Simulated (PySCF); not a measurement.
C2H9FOSi2, SMILES C[SiH2]CO[SiH2]F. Atoms are numbered in the order given.

```xyz
15

C      2.8393    -0.3172     0.2563
Si     1.8529     0.1717    -1.2598
C      0.0952     0.6603    -0.7260
O     -0.4553    -0.4431     0.0076
Si    -2.0018    -0.4651     0.5836
F     -2.1789     0.6591     1.7430
H      2.9717     0.5400     0.9356
H      3.8368    -0.7006    -0.0084
H      2.2991    -1.1052     0.8044
H      2.4654     1.3414    -1.9671
H      1.7546    -0.9688    -2.2213
H      0.1238     1.5684    -0.0919
H     -0.5360     0.9047    -1.6037
H     -2.9725    -0.1146    -0.4887
H     -2.2132    -1.8033     1.1785
```

Geometry: r2SCAN-D4/def2-SVP. This is a generated structure with no PubChem entry under its InChIKey; it may be hypothetical. The values are those of a single conformer.

These are TDA-ωB97X/def2-SVPD (PySCF) values and carry that method's errors.

Vertical excitations. 

Computed excitation energies, oscillator strengths and character:
```tsv
state	energy (eV)	λ (nm)	f	main pairs
S1	7.99	155	0.012	HOMO→LUMO 66 %, HOMO→LUMO+3 14 %
S2	8.24	150	0.002	HOMO−1→LUMO 56 %, HOMO−1→LUMO+3 20 %
S3	8.39	148	0.041	HOMO→LUMO+1 37 %, HOMO−1→LUMO+1 17 %, HOMO−4→LUMO+1 11 %, HOMO−2→LUMO+1 10 %
S4	8.53	145	0.059	HOMO→LUMO+2 62 %
S5	8.77	141	0.023	HOMO−1→LUMO+1 33 %, HOMO→LUMO+2 20 %, HOMO→LUMO+1 18 %
S6	8.86	140	0.006	HOMO→LUMO+3 27 %, HOMO→LUMO+5 11 %, HOMO→LUMO+1 10 %, HOMO→LUMO 7 %
T1	7.63	163	0	HOMO→LUMO 45 %, HOMO→LUMO+3 16 %, HOMO→LUMO+6 9 %
T2	7.89	157	0	HOMO−1→LUMO 40 %, HOMO−1→LUMO+3 22 %
```
Triplets are in the Tamm–Dancoff approximation.
